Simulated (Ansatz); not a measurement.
Consider the germylene loss: `[OH][GeH]([OH])[GeH3]` → `[OH][GeH2][OH]` + `[GeH2]`.

Isolated molecules relaxed with PBE0-D4/def2-TZVP in Ansatz; ΔE leaves out vibrations. CCSD(T)/CBS is the MP2 limit (def2-TZVPP, def2-QZVPP) plus CCSD(T) − MP2 in def2-TZVPP, frozen cores. Functionals use def2-TZVPP. B3LYP here is the variant with VWN-RPA as its local correlation; programs differ in this. For Ge outer-core shells are correlated without core-valence functions, which leaves a few kJ/mol of doubt a bond. Scalar relativity is left out up to krypton. One conformer a species, not always the lowest.

CCSD(T)/CBS gives +2.05 eV.

Task: Another level gave +1.92 eV. Which?
A. PBE-D4/def2-TZVPP
B. SCS-MP2/def2-TZVPP
C. r2SCAN-D4/def2-TZVPP
D. B3LYP-D4/def2-TZVPP

Result: D. B3LYP-D4 1.92, r2SCAN-D4 2.20, SCS-MP2/def2-TZVPP 2.05, PBE-D4 2.09 eV.

Largest T1 diagnostic among the species: 0.012.

In def2-TZVPP, CCSD(T) changes the Hartree–Fock value by +0.40 eV (the triples alone add +0.05 eV) and MP2 by +0.54 eV. From PBE to PBE0 (25 % exact exchange), in def2-TZVPP and without D4, ΔE moves by +0.07 eV. The D4 term adds +0.13 eV with B3LYP and +0.07 eV with PBE0; it sums over pairs of atoms, weighted by their polarisabilities, and B3LYP, whose exchange is more repulsive, gets the larger term.
